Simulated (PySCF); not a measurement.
Excitations are Tamm–Dancoff values on a coarser integration grid. The basis has no diffuse functions, so Rydberg states are missing or too high.

Z-matrix (Å, degrees):
```
Al
C 1 1.9850
H 2 1.1046 1 110.50
H 2 1.1048 3 105.93 1 123.14
H 2 1.1049 3 105.91 4 113.74
C 1 1.9850 2 117.13 3 73.98
H 6 1.1046 1 110.51 2 -72.92
H 6 1.1048 7 105.93 1 123.12
H 6 1.1049 7 105.91 8 113.74
C 1 1.9850 2 117.12 3 -72.95
H 10 1.1046 1 110.50 2 73.94
H 10 1.1048 11 105.93 1 123.13
H 10 1.1048 11 105.91 12 113.74
N 1 2.0886 2 99.87 3 -179.49
H 14 1.0208 1 111.41 2 60.98
H 14 1.0208 15 107.47 1 -122.30
H 14 1.0208 15 107.47 16 -115.39
```
Charge 0, multiplicity 1.

**Question.** Estimate the T1 excitation (TDA), charge on the central atom (Mulliken), S1 oscillator strength, S1–T1 gap (TDA), LUMO, charge on the central atom (meta-Löwdin), brightest of the four lowest singlets (TDA) and HOMO that M06-2X/def2-TZVP // PBE0-D3(BJ)/def2-SVP run with PySCF returns for this input.

**Answer.** 
The T1 excitation (TDA) is 5.99 eV and the charge on the central atom (Mulliken) comes out as 0.58 e. The S1 oscillator strength is 0.021 and the S1–T1 gap (TDA) is 0.12 eV. The LUMO is 0.43 eV. The charge on the central atom (meta-Löwdin) is 0.78 e and the brightest of the four lowest singlets (TDA) is 7.09 eV. The HOMO comes out as -7.96 eV.
